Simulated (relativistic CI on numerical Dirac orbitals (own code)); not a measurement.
## Level scheme of Pd XIX

Method of calculation: Dirac-Coulomb-Breit CI, orbitals from a KLI potential per configuration, a model potential for QED, unscaled Slater integrals (own radial code, finite nucleus).

Configurations in the expansion (outside the closed core [Ne]): 3s²3p⁶3d¹⁰, 3s²3p⁶3d⁹4s, 3s²3p⁶3d⁹4p, 3s²3p⁶3d⁹4d, 3s²3p⁶3d⁸4s², 3s²3p⁶3d⁹4f, 3s²3p⁵3d¹⁰4s, 3s²3p⁶3d⁸4s4p, 3s²3p⁶3d⁹5s, 3s²3p⁶3d⁸4p², 3s²3p⁵3d¹⁰4p, 3s²3p⁶3d⁹5p, 3s²3p⁶3d⁸4s4d, 3s²3p⁶3d⁹5d, 3s²3p⁶3d⁸4p4d, 3s²3p⁶3d⁹5f, 3s²3p⁵3d¹⁰4d, 3s²3p⁶3d⁹5g, 3s²3p⁵3d⁹4s², 3s3p⁶3d¹⁰4s, 3s²3p⁶3d⁹6s, 3s²3p⁶3d⁸4d², 3s²3p⁶3d⁹6p, 3s²3p⁵3d⁹4s4p, 3s²3p⁶3d⁹6d, 3s3p⁶3d¹⁰4p, 3s²3p⁵3d¹⁰4f, 3s²3p⁵3d⁹4p², 3s²3p⁵3d⁹4s4d, 3s3p⁶3d⁹4s², 3s²3p⁵3d¹⁰5s, 3s²3p⁵3d⁹4p4d, 3s3p⁶3d¹⁰4d, 3s3p⁶3d⁹4s4p, 3s²3p⁵3d¹⁰5p, 3s²3p⁴3d¹⁰4s². Levels of other configurations are missing.

| No. | Configuration | Term | J | E (10³ cm⁻¹) | % | Landé g | Lifetime (s) |
| --- | --- | --- | --- | --- | --- | --- | --- |
| 41 | 3s²3p⁶3d⁹4f | ¹D° | 2 | 3944.5 | 39 | 0.920 | 1.30e-11 |
| 42 | 3s²3p⁶3d⁹4f | ³D° | 3 | 3945.3 | 56 | 1.214 | 1.29e-11 |
| 43 | 3s²3p⁶3d⁹4f | ³F° | 4 | 3949.1 | 80 | 1.206 | 1.31e-11 |
| 44 | 3s²3p⁶3d⁹4f | ¹G° | 4 | 3951.5 | 43 | 0.957 | 1.26e-11 |
| 45 | 3s²3p⁶3d⁹4f | ³G° | 5 | 3953.2 | 75 | 1.151 | 1.31e-11 |
| 46 | 3s²3p⁶3d⁹4f | ¹F° | 3 | 3956.0 | 45 | 1.010 | 1.28e-11 |
| 47 | 3s²3p⁶3d⁹4f | ³D° | 1 | 3961.4 | 88 | 0.601 | 1.16e-12 |
| 48 | 3s²3p⁶3d⁹4f | ³D° | 2 | 3977.5 | 39 | 1.231 | 1.35e-11 |
| 49 | 3s²3p⁶3d⁹4f | ³H° | 4 | 3983.7 | 71 | 0.862 | 1.27e-11 |
| 50 | 3s²3p⁶3d⁹4f | ¹H° | 5 | 3987.1 | 40 | 1.060 | 1.33e-11 |
| 51 | 3s²3p⁶3d⁹4f | ³F° | 2 | 3990.7 | 64 | 0.811 | 1.28e-11 |
| 52 | 3s²3p⁶3d⁹4f | ³F° | 3 | 3994.8 | 40 | 1.070 | 1.32e-11 |
| 53 | 3s²3p⁶3d⁹4f | ³G° | 4 | 3999.4 | 46 | 1.068 | 1.30e-11 |
| 54 | 3s²3p⁶3d⁹4f | ³G° | 3 | 4001.9 | 58 | 0.868 | 1.24e-11 |
| 55 | 3s²3p⁶3d⁹4f | ¹P° | 1 | 4064.1 | 94 | 0.991 | 5.33e-14 |
| 56 | 3s²3p⁵3d¹⁰4s | ³P° | 2 | 4151.7 | 99 | 1.498 | 1.40e-12 |
| 57 | 3s²3p⁵3d¹⁰4s | ¹P° | 1 | 4165.5 | 61 | 1.185 | 9.61e-13 |
| 58 | 3s²3p⁶3d⁹5s | ³D | 3 | 4269.0 | 100 | 1.331 | 2.32e-12 |
| 59 | 3s²3p⁶3d⁹5s | ¹D | 2 | 4271.6 | 54 | 1.073 | 2.32e-12 |
| 60 | 3s²3p⁶3d⁹5s | ³D | 1 | 4314.5 | 100 | 0.495 | 2.34e-12 |
| 61 | 3s²3p⁶3d⁹5s | ³D | 2 | 4316.6 | 54 | 1.088 | 2.38e-12 |
| 62 | 3s²3p⁵3d¹⁰4s | ³P° | 0 | 4379.5 | 93 |  | 9.85e-13 |
| 63 | 3s²3p⁵3d¹⁰4s | ³P° | 1 | 4387.3 | 56 | 1.316 | 7.21e-13 |
| 64 | 3s²3p⁶3d⁹5p | ³P° | 2 | 4407.3 | 66 | 1.362 | 4.26e-12 |
| 65 | 3s²3p⁶3d⁹5p | ³F° | 3 | 4408.5 | 49 | 1.090 | 3.59e-12 |
| 66 | 3s²3p⁶3d⁹5p | ³F° | 4 | 4431.8 | 100 | 1.248 | 4.14e-12 |
| 67 | 3s²3p⁶3d⁹5p | ¹D° | 2 | 4436.2 | 43 | 1.125 | 4.46e-12 |
| 68 | 3s²3p⁶3d⁹5p | ¹P° | 1 | 4437.6 | 51 | 1.144 | 2.31e-12 |
| 69 | 3s²3p⁶3d⁹5p | ³D° | 3 | 4439.7 | 76 | 1.252 | 4.26e-12 |
| 70 | 3s²3p⁵3d¹⁰4p | ³S | 1 | 4446.0 | 55 | 1.730 | 1.38e-12 |

Energies count from the lowest computed level; ° marks odd parity; lifetimes are radiative, by E1, M1, E2, M2 decay to levels of this space only.

The mean weight of the leading LS term, summed over parents, in these 30 levels is 64 %, and that of the leading jj configuration (from the same eigenvectors) 88 %, so jj coupling describes them better and the LS labels are nominal.

At this charge energies of transitions that change n are usually good to better than 1 %, and those within a shell (Δn = 0) to a few per cent.

LS names give the leading component of a level, which can be under half, so a name can repeat, a term be missing and a line seem to break the LS rules.
